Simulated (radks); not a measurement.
Question: Species: Ru+. Configuration: [Kr] 4d7. Calculated with a radial shooting solver on a logarithmic mesh with Libxc functionals: Dirac Kohn-Sham, LDA (Slater exchange, Perdew-Wang correlation), spin-unpolarised, spherical densities, point nucleus; open shells are shared between the two j in proportion to 2j + 1.

Spin-orbit splittings of the eigenvalues, e(l+1/2) - e(l-1/2), with zeta = 2 splitting/(2l+1) and mean radii in bohr:

shell  occ.  splitting (eV)  zeta (eV)  <r> j=l-1/2  <r> j=l+1/2
2p        6           130.7      87.14       0.1237       0.1285
3p        6           22.19      14.79       0.3962       0.4069
3d       10               ?          ?       0.3824       0.3859
4p        6           3.428      2.285        1.107        1.139
4d        7          0.3350     0.1340        1.632        1.654

Estimate the 3d splitting.

Answer: 4.328 eV (zeta = 1.731 eV).
